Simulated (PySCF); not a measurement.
Gas-phase reaction: 2 GaHCl2 = GaH + GaCl3 + HCl

Computed with PySCF and rigid-rotor harmonic-oscillator thermochemistry at 1 bar. † marks an energy on the PBE0/def2-TZVP geometry and frequencies; other levels use their own. CCSD(T) freezes the core. 6-31G* has spherical d functions here. All species are closed-shell singlets. Ga: all electrons, no relativistic terms. GaHCl2, GaH: computed as isolated molecules; such fragments, hydroxides, amides, oligomers or adducts are transient or little studied in the gas. CCSD(T) isn't extrapolated to the basis-set limit; its ΔH°(298 K) is 206.6 kJ in def2-SVP and 211.8 kJ in def2-TZVPP. The harmonic model lacks anharmonicity and excited electronic states, which grow with temperature; levels with a mode under 35 cm⁻¹ are left out.

```csv
level,"ΔE electronic, kJ","ΔH°(298 K), kJ","ΔS°(298 K), J/K","ΔG°(1400 K), kJ"
CCSD(T)/def2-SVP†,212,207,112,51
CCSD(T)/def2-TZVPP†,217,212,112,57
HF/6-31G*,220,215,112,59
HF/def2-TZVP†,211,206,112,50
M06-2X/def2-TZVP†,224,219,112,64
PBE0/def2-SVP†,230,225,112,69
```
ΔH° is lowest at HF/def2-TZVP† and highest at PBE0/def2-SVP†. No reference value is set beside these.
